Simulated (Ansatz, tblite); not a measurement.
Cost and result up the ladder for Be₂F₃ (5 atoms). Total charge 0; doublet. Geometry: r2SCAN-D4/def2-TZVP.

```csv
atom,x (Å),y (Å),z (Å)
Be1,0.212,1.301,-0.913
Be2,-0.080,-0.488,0.342
F3,-0.619,0.978,0.385
F4,0.750,-0.179,-0.946
F5,-0.262,-1.612,1.132
```

Ansatz on 4 threads of Arm Neoverse V1 on a shared host; xTB runs through tblite on one thread. Times are rough, summed over both states, and most runs start from the orbitals of an earlier one. CCSD(T)/def2-TZVPP serves as the yardstick here, not as an exact answer. The other state is a singlet.

The xTB rows come from tblite. Correlated methods freeze 3 core orbitals. The structure comes from a short search, and lower isomers may exist.

Correlated methods converge slowly with the basis.

Raw xTB energies of ions are shifted by several eV, and xTB has no spin-polarisation term.

| level | functions | vertical IE (eV) | difference from CCSD(T)/def2-TZVPP (eV) |
| --- | --- | --- | --- |
| GFN2-xTB | 20 | 13.63 | 5.30 |
| PBE-D4/def2-TZVP | 131 | 8.45 | 0.12 |
| GFN1-xTB | 20 | 13.26 | 4.93 |
| CCSD(T)/def2-TZVPP | 131 | 8.33 | 0.00 |
| PBE0-D4/def2-TZVP | 131 | 8.51 | 0.18 |
| r2SCAN-D4/def2-TZVP (with forces) | 131 | 8.47 | 0.14 |

Task: Estimate how long each takes.

Result: GFN1-xTB 0.005 s; GFN2-xTB 0.006 s; PBE-D4/def2-TZVP 1.9 s; PBE0-D4/def2-TZVP 2.4 s; r2SCAN-D4/def2-TZVP (with forces) 4.5 s; CCSD(T)/def2-TZVPP 72 s. On shared hardware such times vary by a factor of up to 3.
